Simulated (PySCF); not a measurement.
**Structure from NMR data**

The spectra below were simulated for a compound C₅H₉N₃Si.

¹H NMR (500 MHz, computed): δ 7.45 (s, 1H), 5.22 (s, 3H), 1.76 (m, 1H), 0.95 (m, 2H), 0.66 (m, 2H).

¹³C{¹H} NMR (computed): δ 149.6 (C), 136.4 (CH), 7.6 (CH2), 6.2 (CH).

- coordinates at the PBE0-D3(BJ)/def2-SVP level
- σ from GIAO-PBE0/pcSseg-1
- code: PySCF 2.14
- gas phase, one conformer, no relativistic terms, fast rotation and ring inversion assumed for equivalent nuclei

Shifts are taken against calculated references (same method and geometry level): ¹H (σ = 31.27 ppm), ¹³C (σ = 184.41 ppm) vs TMS.

Question: What is the structure?

Answer: 
1. Rings plus π bonds: 4 (2 rings in the answer).
2. 4 carbon signals for 5 carbons: some carbons are equivalent by symmetry or fast rotation.
3. Carbon types of the structure: 1 × C, 2 × CH, 2 × CH2, leaving 3 H on heteroatoms.
4. δC 149.6: substituted aromatic carbon next to a ring nitrogen.
5. δC 136.4: aromatic CH next to a ring nitrogen.
6. δC 7.6, 6.2: three-membered-ring carbon; carbons of three-membered rings are unusually shielded.
7. δH 7.45: hydrogen on an aromatic CH next to a ring nitrogen; it sits in the deshielding region of the aromatic ring current.
8. δH 5.22: hydrogen on a silicon bonded to N.
9. δH 1.76, 0.95, 0.66: hydrogen on a three-membered-ring carbon.

These data were computed for `C1=C(C2CC2)N([SiH3])N=N1`.

The shifts were computed for this structure.

Shifts are as computed. Against solution values, carbons near 30 ppm lie about +2 ppm off and those near 130 ppm about +5 ppm. Of 1313 compounds with measured shifts, 239 miss one by over three times the rms of a fit or turn the order of signals round; such compounds aren't used in these exercises. No couplings were computed; multiplicities are counted from neighbouring protons, with m where these are inequivalent, close in shift, in a saturated or five-membered ring or joined by F or P, and br s for small geminal =CH2 splittings.
